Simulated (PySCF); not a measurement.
[La(PH3)]3+ at several levels of theory

Computed with PySCF 2.14.0 (density fitting, no spin-orbit coupling) at the geometry relaxed with PBE0:

```xyz
5
[La(PH3)]3+ (singlet)
La    0.0000    0.0000   -0.5253
P     0.0000    0.0000    2.5281
H     1.3187    0.0000    3.0708
H    -0.6594    1.1421    3.0708
H    -0.6594   -1.1421    3.0708
```

```
level                                              basis    state  HOMO (eV)  gap (eV)  charge on La1 (e)  population of f-type functions on La1 (core shells left out)  dipole about the centre of mass (D)  largest force component (eV/Å)
 PBE0     La def2-SVP with ECP46, P def2-SVP, H def2-SVP  singlet     -23.39      4.46               2.36                                                          0.02                                 1.28                            0.01
 PBE0  La def2-TZVP with ECP46, P def2-TZVP, H def2-TZVP  singlet     -23.30      4.42               2.39                                                          0.02                                 1.45                            0.20
```

Charges are Mulliken's, which hang on the basis. The relaxation used the grid (50, 194), these runs (75, 302) or, all-electron (x2c bases, spin-free X2C Hamiltonian), (99, 590).

A further run in the first row's basis gives HOMO (eV) -23.16, gap (eV) 3.90, charge on La1 (e) 2.34, population of f-type functions on La1 (core shells left out) 0.02, dipole about the centre of mass (D) 1.33, largest force component (eV/Å) 0.16. Which level was it?
A. BP86
B. B3LYP

B. The others give HOMO -22.50 eV (BP86).

In the first row's basis the gap widens with exact exchange: 2.7 eV for BP86 (none); 3.9 to 4.5 eV for B3LYP, PBE0 (a fixed share).
